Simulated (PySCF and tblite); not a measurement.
Values are calculated unless marked as measured or tabulated.
4 diastereomers of C8H12ClF, numbered alike:

| isomer | SMILES | descriptors (one enantiomer) |
| --- | --- | --- |
| A | [CH3:1][C@@H:2]1[CH2:3][CH2:4][CH2:5][C@H:6]([Cl:7])/[C:8]1=[CH:9]/[F:10] | 2R, 6S, 8=9 E |
| B | [CH3:1][C@@H:2]1[CH2:3][CH2:4][CH2:5][C@H:6]([Cl:7])/[C:8]1=[CH:9]\[F:10] | 2R, 6S, 8=9 Z |
| C | [CH3:1][C@H:2]1[CH2:3][CH2:4][CH2:5][C@H:6]([Cl:7])/[C:8]1=[CH:9]/[F:10] | 2S, 6S, 8=9 E |
| D | [CH3:1][C@H:2]1[CH2:3][CH2:4][CH2:5][C@H:6]([Cl:7])/[C:8]1=[CH:9]\[F:10] | 2S, 6S, 8=9 Z |

Each isomer is a Boltzmann average at 298.15 K over at most 2 conformers: GFN2-xTB geometries, energies B3LYP/def2-SVP (IEF-PCM, acetonitrile) (D3(BJ) added where defined), GIAO shieldings B97-2/pcSseg-1 (IEF-PCM, acetonitrile), GFN2-xTB thermal terms. Programs: PySCF with density fitting and tblite.

Question: What shifts does each isomer give (ppm; of two unlike H on one atom, a is the less shielded)?

Answer: 
A: ¹H (against TMS): 7.24 (H9, 1H), 4.96 (H6, 1H), 3.17 (H2, 1H), 2.28 (H4a, 1H), 2.18 (H5a, 1H), 1.92 (H5b, 1H), 1.74 (H3a, 1H), 1.61 (H3b, 1H), 1.55 (H4b, 1H), 1.49 (H1, 3H). ¹³C (against TMS): 156.1 (C9), 132.1 (C8), 64.4 (C6), 40.2 (C5), 35.0 (C3), 31.0 (C2), 25.5 (C1), 19.8 (C4).

B: ¹H (against TMS): 7.03 (H9, 1H), 5.56 (H6, 1H), 2.49 (H2, 1H), 2.28 (H4a, 1H), 2.17 (H5a, 1H), 1.86 (H5b, 1H), 1.74 (H3a, 1H), 1.63 (H3b, 1H), 1.54 (H4b, 1H), 1.50 (H1, 3H). ¹³C (against TMS): 153.8 (C9), 131.0 (C8), 58.8 (C6), 39.5 (C5), 35.7 (C3), 34.4 (C2), 27.1 (C1), 19.8 (C4).

C: ¹H (against TMS): 7.20 (H9, 1H), 4.79 (H6, 1H), 2.87 (H2, 1H), 2.04 (H4a, 1H), 2.02 (H5a, 1H), 1.97 (H5b, 1H), 1.74 (H4b, 1H), 1.70 (H3a, 1H), 1.37 (H1, 3H), 1.29 (H3b, 1H). ¹³C (against TMS): 152.6 (C9), 131.9 (C8), 67.2 (C6), 42.1 (C5), 39.4 (C3), 35.5 (C2), 25.5 (C4), 21.9 (C1).

D: ¹H (against TMS): 6.76 (H9, 1H), 5.60 (H6, 1H), 2.68 (H2, 1H), 2.15 (H4a, 1H), 2.14 (H5a, 1H), 1.86 (H5b, 1H), 1.83 (H3a, 1H), 1.69 (H4b, 1H), 1.06 (H1, 3H), 1.02 (H3b, 1H). ¹³C (against TMS): 150.6 (C9), 133.5 (C8), 61.4 (C6), 40.7 (C3), 40.2 (C5), 33.5 (C2), 25.4 (C4), 19.7 (C1).

Question: Which carbons tell the isomers apart best?

Answer: C6: 64.4 in A, 58.8 in B, 67.2 in C, 61.4 in D; C1: 25.5 in A, 27.1 in B, 21.9 in C, 19.7 in D; C4: 19.8 in A, 19.8 in B, 25.5 in C, 25.4 in D ppm.

Shifts are unscaled: against experiment ¹³C can be off by 15 ppm or more and ¹H by 0.8 ppm.
